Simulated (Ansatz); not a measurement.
Total energies of Si₂Pt⁺ (the lowest doublet isomer of a short search) from Ansatz at r2SCAN-D4/def2-TZVP, gas phase (1 Eh = 27.2114 eV = 2625.5 kJ/mol). The reference geometry is relaxed at B3LYP-D4/def2-TZVP.

```xyz
3

Pt    0.782    0.587    0.749
Si   -0.627   -1.133    0.530
Si   -0.155    0.546   -1.279
```

| state | geometry | energy (Eh) |
| --- | --- | --- |
| charge 1 doublet | reference | -698.06195 |
| charge 0 triplet | reference | -698.33295 |
| charge 1 quartet | relaxed at B3LYP-D4/def2-TZVP | -698.01349 |

In the def2 sets Pt takes a core potential; there is no spin–orbit coupling.

Problem. Work out the vertical electron affinity, to the triplet.

Solution. E(charge 1 doublet) − E(charge 0 triplet) = -698.06195 − (-698.33295) = 0.27100 Eh = 7.37 eV.

Problem. Which of the charge 1 states is lowest, and how far above it are the others?

Solution. The doublet. quartet: -698.01349 − (-698.06195) = 0.04846 Eh = 127.2 kJ/mol.

The structure comes from a short search, and lower isomers may exist.
